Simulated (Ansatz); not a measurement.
Input (CCSDT(Q)/aug-cc-pV(D+d)Z; Ansatz, a program for electronic structure): A basis named .json is the Basis Set Exchange file of that set.

Ansatz 0.2 input:
```yaml
crystal:
  periodic: [false, false, false]
  atoms:
    - {symbol: B, position_ang: [0.24270721, -0.78241861, 0.96272893]}
    - {symbol: H, position_ang: [-0.50366327, -1.45181808, 1.58995720]}
    - {symbol: S, position_ang: [0.03720065, 0.31851208, -0.36391037]}
    - {symbol: H, position_ang: [-1.30508321, 0.26771790, -0.58103597]}
basis:
  gaussian:
    orbitals: aug-cc-pV_D+d_Z.json
magnetization: {spin_polarized: true, initial_magnetization: 1}
correlation: {method: ccsdt_q, electrons: outside_noble_gas}
```

Output:

```
Functional definition: HF
integrals: 0.12 GiB planned
1236 factors; integrals over basis functions are off by at most 2.2e-7 eV
mean field: 0.19 GiB planned
mean field evaluation 1: about -11518.5209 eV, gradient 9.8e0 eV
mean field evaluation 2: about -11518.5211 eV, gradient 9.8e0 eV
mean field evaluation 4: about -11519.7542 eV, gradient 1.6e0 eV
mean field evaluation 8: about -11519.8002 eV, gradient 4.3e-3 eV
mean field evaluation 16: about -11519.7985 eV, gradient 2.4e-1 eV
mean field evaluation 32: about -11517.4675 eV, gradient 6.0e-2 eV
mean field -11519.80016205 eV, -423.3448475545 hartree, gradient 3.0e-6 eV, S^2 0.759098; 1 other end points of the search recorded, 0 dependent functions left out
determinant -11519.80016205 eV, -423.3448475545 hartree, with singles and doubles -11526.37690867 eV, -423.5865385346 hartree
determinant -11517.46756593 eV, -423.2591262282 hartree, with singles and doubles -11524.11026344 eV, -423.5032408591 hartree
6 core orbitals not correlated
reference -11519.80016205 eV, -423.3448475545 hartree; 6, 5 occupied and 61, 62 virtual orbitals, 1236 factors
second order -5.71682893 eV of doubles, -0.00000000 eV of singles
coupled cluster: 1.61 GiB planned
cycle   1  -6.31223986 eV  change   -6.0e-1 eV  update   8.0e-2
cycle   2  -6.69035511 eV  change   -3.8e-1 eV  update   3.5e-2
cycle   3  -6.86210002 eV  change   -1.7e-1 eV  update   2.1e-2
cycle   4  -6.84188530 eV  change    2.0e-2 eV  update   8.5e-3
cycle   5  -6.84509798 eV  change   -3.2e-3 eV  update   4.9e-3
cycle   6  -6.84841150 eV  change   -3.3e-3 eV  update   2.1e-3
cycle   7  -6.84801901 eV  change    3.9e-4 eV  update   1.1e-3
cycle   8  -6.84840834 eV  change   -3.9e-4 eV  update   6.1e-4
cycle   9  -6.84881266 eV  change   -4.0e-4 eV  update   2.8e-4
cycle  10  -6.84848075 eV  change    3.3e-4 eV  update   1.4e-4
cycle  11  -6.84857219 eV  change   -9.1e-5 eV  update   7.7e-5
cycle  12  -6.84860795 eV  change   -3.6e-5 eV  update   3.7e-5
cycle  13  -6.84865175 eV  change   -4.4e-5 eV  update   2.1e-5
cycle  14  -6.84866173 eV  change   -1.0e-5 eV  update   9.5e-6
cycle  15  -6.84865413 eV  change    7.6e-6 eV  update   4.3e-6
cycle  16  -6.84865069 eV  change    3.4e-6 eV  update   2.1e-6
cycle  17  -6.84865101 eV  change   -3.2e-7 eV  update   9.8e-7
perturbative correction -0.01534496 eV, -0.0005639170 hartree
Total energy: -11526.66415803 eV, -423.5970947540 hartree
```
